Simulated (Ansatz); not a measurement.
`[O]=[W]([F])(=[S])[Cl]` + H–F → `[O]=[W]([F])([F])=[S]` + HCl at 600 K and 1 bar (ligand exchange at a W–Cl bond).

Gas-phase electronic energies from Ansatz, PBE0-D4/def2-TZVP geometries. CCSD(T)/CBS adds triple-zeta CCSD(T) − MP2 to the extrapolated MP2 energy (def2 sets, frozen cores). This one scheme is used for every species. Elements past krypton have def2 core potentials. For W outer-core shells are correlated without core-valence functions, which leaves a few kJ/mol of doubt a bond.

| species | CCSD(T)/CBS energy (Eh) | H − E (kJ/mol) | S (J/(mol·K)) |
| --- | --- | --- | --- |
| `[O]=[W]([F])(=[S])[Cl]` | -1099.67345 | 70.1 | 416.3 |
| H–F | -100.39570 | 42.3 | 194.0 |
| `[O]=[W]([F])([F])=[S]` | -739.68280 | 71.0 | 403.3 |
| HCl | -460.38127 | 35.4 | 207.2 |

H − E and S are ideal-gas, rigid-rotor, harmonic terms from PBE0-D4/def2-TZVP, for one conformer and one mirror image of each species. 1 Eh = 2625.50 kJ/mol, R = 8.31446 J/(mol·K).

Problem. By hand: ΔE, ΔH, ΔS and ΔG.

Solution. ΔE = (-739.68280) + (-460.38127) − (-1099.67345) − (-100.39570) = 0.00508 Eh = 13.3 kJ/mol. Δ(H − E) = 71.0 + 35.4 − 70.1 − 42.3 = -6.0, so ΔH = 7.3 kJ/mol. ΔS = 403.3 + 207.2 − 416.3 − 194.0 = 0.2 J/(mol·K). ΔG = 7.3 − 600 × (0.2)/1000 = 7.2 kJ/mol.

Problem. By hand: the equilibrium constant, and the temperature at which ΔG would vanish if ΔH and ΔS stayed fixed.

Solution. log₁₀ K = −ΔG/(RT ln 10) = -0.6. ΔG = 0 at ΔH/ΔS = 36500 K, far beyond where these terms or the molecules hold.

The number of gas molecules stays the same, so ΔS is small and ΔH decides. A doubt of 5 kJ/mol in ΔE shifts log₁₀ K by 0.4 here. Other conformers and mirror images would add mixing entropy, several J/(mol·K) or more a flexible species. These are equilibria of isolated gas molecules and say nothing of rates. Largest T1 diagnostic: 0.023 (customary marks: 0.02 for closed shells, 0.045 for open ones).
